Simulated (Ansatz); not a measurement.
Basis sets compared for Sn₃⁻ (the lowest doublet isomer of a short search). The state is a doublet with charge -1. Geometry r2SCAN-D4/def2-SVPD. Ansatz on 4 threads of AMD EPYC 9R45 on a shared host; times are rough, and most runs start from earlier orbitals.

```xyz
3

Sn   -1.148    0.220    1.211
Sn    1.621    0.437    0.123
Sn   -0.472   -0.657   -1.334
```

In the def2 sets Sn takes a core potential; there is no spin–orbit coupling. At PBE-D4/def2-SVPD, PBE-D4/def2-TZVPD the highest occupied level of the charge -1 doublet lies above zero (up to 0.16 eV). By energy differences its removal costs 2.12 eV (vertical, to the charge 0 triplet, at PBE0-D4/def2-TZVPD). The structure comes from a short search, and lower isomers may exist.

```tsv
level	functions	energy (Eh)	HOMO (eV)	LUMO (eV)	wall time
PBE-D4/def2-SVPD	96	-643.0189	0.16	0.49	0.7 s
PBE0-D4/def2-SVPD	96	-643.0351	-0.57	1.10	0.9 s
```

Question: Estimate the rows for PBE-D4/def2-TZVPD, PBE0-D4/def2-TZVPD.

Answer: 
```tsv
level	functions	energy (Eh)	HOMO (eV)	LUMO (eV)	wall time
PBE-D4/def2-TZVPD	168	-643.0378	0.05	0.40	1.2 s
PBE0-D4/def2-TZVPD	168	-643.0517	-0.66	1.02	2.9 s
```
